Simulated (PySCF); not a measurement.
**Heteronuclear NMR**

Bonds (- single, = double, # triple, : aromatic): O1-C2 1.393 Å, C2-C3 1.486 Å, C3:N4 1.301 Å, N4:C5 1.358 Å, C5-C6 1.494 Å, C6-F7 1.349 Å, C6-F8 1.352 Å, C5:N9 1.303 Å, N9:O10 1.352 Å, O10:C3 1.336 Å. O1 carries H11; C2 carries H12, H13; C6 carries H14.

A single conformation, in vacuum, non-relativistic Hamiltonian, rapidly exchanging positions averaged. NMR shieldings at PBE0/pcSseg-1/GIAO; GFN2-xTB geometry; PySCF 2.14.0 with density-fitted response routines.

**Question.** What are the 19F shifts?

**Answer.** 
| atoms | environment | σ (ppm) | δ (ppm) |
| --- | --- | --- | --- |
| F7/F8 | fluorine of a CF2 group | 308.0 | -117.3 |

Shieldings were converted by a linear fit to measured shifts: 19F (scatter 6.0 ppm rms, 7.0 ppm with the 5 outliers that the fit left out vs CFCl3, solution or neat liquid, with a term for F on sp3 carbon). A few per cent of atoms miss by over 2 rms, more outside the fitted compound classes.

On a 500 MHz spectrometer 19F resonates near 470.5 MHz, so 1 ppm is 470.5 Hz.

**Question.** What are the 15N shifts?

**Answer.** 
```
atoms                         environment  σ (ppm)  δ (ppm)
   N9  pyridine-type nitrogen of an azole   -136.6    -22.2
   N4  pyridine-type nitrogen of an azole     -4.2   -144.2
```

Shieldings were converted by a linear fit to measured shifts: 15N: δ = -148.07 − 0.921σ (rms 6.3 ppm, 71 shifts vs CH3NO2, solution or neat liquid). Occasional misses reach two or three times the rms, and more in compound classes unlike the fitted ones.

On a 300 MHz spectrometer 15N resonates near 30.4 MHz, so 1 ppm is 30.4 Hz.

**Question.** What are the 17O shifts?

**Answer.** 
```tsv
atoms	environment	σ (ppm)	δ (ppm)
O10	aromatic ring oxygen	-67.4	328.1
O1	alcohol oxygen	321.3	-26.0
```

Shieldings were converted by a linear fit to measured shifts: 17O: δ = 266.70 − 0.911σ (rms 10.7 ppm, 155 shifts, 12.2 ppm with the 3 outliers that the fit left out vs liquid water, solution or neat liquid). Occasional misses reach two or three times the rms, and more in compound classes unlike the fitted ones.

On a 600 MHz spectrometer 17O resonates near 81.3 MHz, so 1 ppm is 81.3 Hz.
